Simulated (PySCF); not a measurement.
Run record: geometry optimisation, `C1=[CH][GaH2-][O]1`.

Computed with PBE0-D3(BJ)/def2-SVP geometry optimisation, gas phase (PySCF 2.14.0). Start geometry: GFN2-xTB. A driver script takes a list of jobs; this job's settings line and coordinates (Å) are shown.

Input:
```
{"job": {"xc": "PBE0", "basis": "def2-SVP", "d3": "d3bj", "grid": 1, "kind": "geom"}, "charge": -1, "multiplicity": 1}
C      1.105220    -0.316406     0.035938
C      0.564074     0.913124    -0.016315
Ga    -1.164901    -0.053297    -0.034451
O      0.260475    -1.374176     0.041049
H      2.170710    -0.585245     0.076107
H      1.202265     1.797119    -0.022238
H     -2.033518    -0.222779    -1.335734
H     -2.095267    -0.148928     1.231077
```

Output:
```
step   0  E = -2077.91109715  max force = 0.022060
step   1  E = -2077.91307315  max force = 0.007716
step   2  E = -2077.91382682  max force = 0.003698
step   3  E = -2077.91392064  max force = 0.001617
step   4  E = -2077.91394287  max force = 0.000977
step   5  E = -2077.91395436  max force = 0.000507
step   6  E = -2077.91395683  max force = 0.000237
optimisation converged
```

Energies in Eh; «max force» is the largest Cartesian gradient component in Eh/bohr.

How much energy does the optimisation release, in eV?

E(step 0) − E(last step) = 0.002860 Eh, which is 0.078 eV.

Main results: final energy -2077.91396 Eh after 6 steps.

Where do the atoms end?

0.046 Å rms from the input after alignment:
```
atom  x, y, z in Å
C1     0.4838   -1.4651   -0.1654
C2    -0.0555   -0.2206   -0.2060
Ga3   -1.8318   -1.1318   -0.2323
O4    -0.3533   -2.4988   -0.1649
H5     1.5694   -1.7166   -0.1314
H6     0.5315    0.7024   -0.2098
H7    -2.6932   -1.2827   -1.5885
H8    -2.7647   -1.2212    1.0813
```

Time: 17 s; peak memory 0.48 GiB. Hardware: Intel Xeon Platinum 8488C, one thread, on a shared host.
Labels such as C1 count atoms from 1, the log's own numbers from 0.
